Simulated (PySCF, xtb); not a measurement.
CH₃FO₂Si₂, SMILES C1(O[Si@H](F)[SiH2]1)=O.

GFN2-xTB (xtb 6.7.1) at its own geometry gives an orbital gap of 3.14 eV and a dipole moment of 5.00 D.

Geometry optimised at PBE0-D3(BJ)/def2-SVP. The structure was generated by enumeration; whether it is a known compound was not checked.

Q: What does PySCF with CAM-B3LYP/def2-TZVP give? (An estimate is asked for; the answer gives what the named calculation found.)

A: gap 8.82 eV (levels -9.11 and -0.30 eV), dipole 4.06 D.
